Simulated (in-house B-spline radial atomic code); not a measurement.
## B3LYP (VWN-RPA) excitations of Se⁶⁺

Method: B3LYP (VWN-RPA). Computed with a B-spline radial code for spherical atoms: linear response of the closed shell [Ar] 3d10 with the functional's adiabatic kernel; non-relativistic, point nucleus, no spin-orbit coupling, no double excitations, S, P, D and F terms only. Only terms of natural parity with L up to 3 were computed.

Without relativity these are model numbers for so heavy an element.

Command:
```bash
python run_td.py task.json out
```
Settings (radii: box in bohr, nucleus in fm):
```
Z                        34
electrons                28
configuration            [Ar] 3d10
hamiltonian              nr
method                   b3lyp
box_radius               14.35
intervals                53
```

Run time, properties included: 1.6 s on 1 thread of Arm Neoverse N1, on a shared host.

The lowest states, in the order of their Tamm-Dancoff energies; the method's threshold (minus the highest occupied level) is 144.65 eV. Labels give the largest channel, * marks a mixed state, and oscillator strengths are full-response dipole values. Semilocal kernels can invert the small singlet-triplet splittings of Rydberg terms. Energies in eV:

```tsv
state	full response	Tamm-Dancoff	oscillator strength
3d → 4s 3D	52.62	52.63	-
3d → 4s 1D	53.48	53.49	-
3d → 4p 3P	66.57	66.59	-
3d → 4p 3F	66.83	66.85	-
3d → 4p 1F	67.55	67.56	-
3d → 4p 1P	68.72	68.81	0.531
3d → 4d 3S	88.42	88.47	-
3d → 4d 3D	?	?	-
3d → 4d 1D	90.29	90.30	-
3d → 4d 1S	96.07	96.86	-
3d → 5s 3D	99.78	99.79	-
3d → 5s 1D	100.01	100.02	-
3d → 5p 3P	105.24	105.24	-
3d → 5p 3F	105.32	105.33	-
3d → 5p 1F	105.52	105.52	-
3d → 5p 1P	105.86	105.88	0.0507
3d → 4f 3P	107.64	107.64	-
3d → 4f 3F	107.80	107.80	-
3d → 4f 1F	?	?	-
3d → 4f 1P	108.83	108.89	0.927
3d → 5d 3S	113.84	113.86	-
3d → 5d 3D	114.19	114.20	-
```

(1) Where does 3d → 4d 3D lie?

(2) Where does 3d → 4f 1F lie?

(3) How large is the singlet-triplet splitting of 3d → 4s (D terms) in Tamm-Dancoff?

(4) What polarisabilities and dispersion coefficient does the method give?

Results:

(1) At 89.38 eV in full response, 89.39 eV in Tamm-Dancoff.

(2) At 108.03 eV in full response, 108.03 eV in Tamm-Dancoff.

(3) 0.855 eV, from the unrounded values.

(4) Dipole 0.3764 bohr³, quadrupole 0.3538 bohr⁵, C6 0.55 hartree·bohr⁶ for two such species.
